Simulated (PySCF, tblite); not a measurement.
Isomers of C3H11F2NSi2. Level: GFN2-xTB in tblite, geometry and Hessian alike; calculated harmonic values, unscaled, isolated species. This tight-binding method is rough: wavenumbers can miss measured ones by several per cent, in bad cases by 10 to 20. Modes of hydrogen on silicon can be 10 to 20 % off. One conformer each.

Electronic energies: PBE0/pcSseg-1 single points on the GFN2-xTB geometries (PySCF, gas phase).

```json
{"SMILES": "CCC[Si@H](N)[SiH](F)F", "electronic energy, lowest = 0 (kJ/mol)": "0.0"}
{"SMILES": "CN(C)[SiH2]C(F)(F)[SiH3]", "electronic energy, lowest = 0 (kJ/mol)": "454.4"}
{"SMILES": "C[C@H]([SiH2]N[SiH3])C(F)F", "electronic energy, lowest = 0 (kJ/mol)": "284.7"}
{"SMILES": "CN([SiH3])C[SiH2]C(F)F", "electronic energy, lowest = 0 (kJ/mol)": "454.0"}
```

Q: How do GFN2-xTB zero-point energies change the relative energies?

A: 
```json
{"SMILES": "CCC[Si@H](N)[SiH](F)F", "ZPE (kJ/mol)": "371.3", "of it from modes above 1550 cm⁻¹": "193.4", "electronic (kJ/mol)": "0.0", "with ZPE, lowest = 0 (kJ/mol)": "0.0", "lowest mode (cm⁻¹)": "18", "rings": "0"}
{"SMILES": "C[C@H]([SiH2]N[SiH3])C(F)F", "ZPE (kJ/mol)": "349.3", "of it from modes above 1550 cm⁻¹": "177.5", "electronic (kJ/mol)": "284.7", "with ZPE, lowest = 0 (kJ/mol)": "262.7", "lowest mode (cm⁻¹)": "34", "rings": "0"}
{"SMILES": "CN([SiH3])C[SiH2]C(F)F", "ZPE (kJ/mol)": "346.7", "of it from modes above 1550 cm⁻¹": "172.4", "electronic (kJ/mol)": "454.0", "with ZPE, lowest = 0 (kJ/mol)": "429.4", "lowest mode (cm⁻¹)": "23", "rings": "0"}
{"SMILES": "CN(C)[SiH2]C(F)(F)[SiH3]", "ZPE (kJ/mol)": "346.0", "of it from modes above 1550 cm⁻¹": "174.9", "electronic (kJ/mol)": "454.4", "with ZPE, lowest = 0 (kJ/mol)": "429.1", "lowest mode (cm⁻¹)": "53", "rings": "0"}
```

The zero-point energies span 25.3 kJ/mol, from `CN(C)[SiH2]C(F)(F)[SiH3]` to `CCC[Si@H](N)[SiH](F)F`. The lowest isomer stays, but the order above it changes.

Q: And how do the electronic energies of GFN2-xTB itself compare?

A: `CCC[Si@H](N)[SiH](F)F` 0.0; `C[C@H]([SiH2]N[SiH3])C(F)F` 220.1; `CN([SiH3])C[SiH2]C(F)F` 339.6; `CN(C)[SiH2]C(F)(F)[SiH3]` 338.5 kJ/mol, lowest = 0. Against the energies above, taken from the same isomer `CCC[Si@H](N)[SiH](F)F`, the largest difference is 115.9 kJ/mol.
